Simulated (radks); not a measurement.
The nuclear charge of neutral holmium is varied continuously with 67 electrons held in [Xe] 4f11 6s2. Method: scalar-relativistic Kohn-Sham, PBE, spin-polarised, spherical densities, finite nucleus; open shells are filled with parallel spins first (spin-orbit coupling, left out, can overturn this in heavy ions); Fermi nuclear charge, rms radius 5.2022 fm; computed with a radial shooting solver on a logarithmic mesh with Libxc functionals. By the Hellmann-Feynman theorem dE/dZ = E(electron-nucleus)/Z, the electronic potential at the nucleus (averaged over a nucleus of fixed radius). The scalar-relativistic energy here is not variational (the density holds large components alone), so the two differ by a part that grows with Z.

Z     E (hartree)  E(electron-nucleus)/Z (hartree)  HOMO  e(HOMO) (eV)  <r> HOMO (bohr)
66.9  -12568.8451                         -460.369    4f        -0.718           0.8986
67    -12615.2228                         -461.399    4f        -1.930           0.8807
67.1  -12661.7050                         -462.428    4f        -3.213           0.8662
67.2  -12708.2916                         -463.456    4f        -4.557           0.8535
67.3  -12754.9826                         -464.483    6s        -5.609            3.834
67.4  -12801.7779                         -465.510    6s        -6.271            3.759
67.5  -12848.6776                         -466.537    6s        -6.952            3.689
67.6  -12895.6815                         -467.563    6s        -7.652            3.623
67.7  -12942.7897                         -468.590    6s        -8.370            3.561
67.8  -12990.0021                         -469.616    6s        -9.105            3.502
67.9  -13037.3189                         -470.642    6s        -9.857            3.447
68    -13084.7399                         -471.668    6s       -10.626            3.394

The central difference of E at Z = 67 is -464.299 hartree, to compare with the third column; the second derivative is -10.5 hartree. No converged solution with all levels bound was reached at Z = 66.8.
